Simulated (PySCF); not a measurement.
HSE06 single point of singlet TeH₄ at its PBE0 minimum.

An equivalent PySCF input for this run (the driver started from the density of an earlier step):

```python
from pyscf import gto, scf, dft
mol = gto.M(atom='''
Te     0.000000     0.000000    -0.018773
H      0.000000     1.612569     0.604946
H     -0.000000    -1.612569     0.604946
H      1.612569    -0.000000     0.604946
H     -1.612569     0.000000     0.604946''',
    basis={'Te': 'def2-TZVP', 'H': 'def2-TZVP'},
    ecp={'Te': 'def2-TZVP'},
    charge=0, spin=0)
mf = dft.RKS(mol, xc='HSE06')
mf.grids.atom_grid = (75, 302)
aux = {'Te': 'def2-universal-JKFIT', 'H': 'def2-universal-JKFIT'}
mf = mf.density_fit(auxbasis=aux)
mf.conv_tol = 1e-08
mf.diis_space = 10
mf.max_cycle = 60
mf.verbose = 4
mf.kernel()
```

Excerpt of the output:

```
init E= -270.302288465955
  HOMO = -0.227029101788548  LUMO = -0.0534485275402075  gap/eV = 4.72337
cycle= 1 E= -270.302302835693  delta_E= -1.44e-05  |g|= 0.00323  |ddm|= 0.0242
  HOMO = -0.227561767072389  LUMO = -0.0541684371455418  gap/eV = 4.71827
cycle= 2 E= -270.302303304661  delta_E= -4.69e-07  |g|= 0.00353  |ddm|= 0.0122
  HOMO = -0.227431407804738  LUMO = -0.0539581567272132  gap/eV = 4.72045
cycle= 3 E= -270.302306859629  delta_E= -3.55e-06  |g|= 0.00033  |ddm|= 0.00551
  HOMO = -0.227409346383977  LUMO = -0.0539307595187077  gap/eV = 4.72059
cycle= 4 E= -270.302306879567  delta_E= -1.99e-08  |g|= 3.92e-05  |ddm|= 0.000509
  HOMO = -0.227411192174222  LUMO = -0.0539341304502718  gap/eV = 4.72055
cycle= 5 E= -270.302306879756  delta_E= -1.89e-10  |g|= 1.61e-05  |ddm|= 4.57e-05
  HOMO = -0.227410366173417  LUMO = -0.0539331070170199  gap/eV = 4.72056
Extra cycle  E= -270.302306879753  delta_E= 3.07e-12  |g|= 1.6e-05  |ddm|= 1.75e-05
converged SCF energy = -270.302306879753
```

This run, together with those of the ionised and electron-attached species (not shown), took 4.5 s on 2 threads of a shared INTEL XEON PLATINUM 8581C @ 2.30GHz (Emerald Rapids) host, with 74 basis functions; the process peaked at 0.93 GiB. Launch command: `OMP_NUM_THREADS=2 python axn.py task.json out`.
